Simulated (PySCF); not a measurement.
Species: C4H5GeO (charge -1, singlet). It need not be the lowest isomer of its formula. Whether it binds its extra electron was not tested at this geometry. 
Coordinates optimised at B3LYP-D3(BJ)/def2-TZVP (Ansatz):
SMILES: c1[c](occ1)[GeH2-]
```xyz
11

Ge     1.6273    -0.1742    -0.3368
C     -0.3841    -0.0298     0.0218
C     -1.4134    -0.7880    -0.4721
C     -2.6447    -0.2998     0.0728
C     -2.3017     0.7384     0.8768
O     -0.9550     0.9193     0.8627
H      2.0254    -0.0523     1.2245
H      1.8097     1.4134    -0.5760
H     -1.2884    -1.6112    -1.1572
H     -3.6440    -0.6664    -0.1060
H     -2.8726     1.4127     1.4941
```
Charge -1, spin multiplicity 1.

Dispersion corrections to the total energy (kcal/mol) from the dftd3 and dftd4 libraries through PySCF: D3(BJ) without and D4 with the three-body term, each with the damping fitted for the functional named.

| functional | D3(BJ) | D4 |
|---|---|---|
| B3LYP | -10.89 | -11.82 |
| BLYP | ___ | -16.25 |
| BHLYP | -8.68 | -8.82 |
| PW6B95 | -3.32 | ___ |
| B2GP-PLYP | -4.33 | ___ |
| PBE0 | -5.38 | -6.20 |
| HF | -49.63 | -26.60 |

Problem. Complete the blanks.

Solution. 
- BLYP, D3(BJ): -13.28
- PW6B95, D4: -6.30
- B2GP-PLYP, D4: -3.12
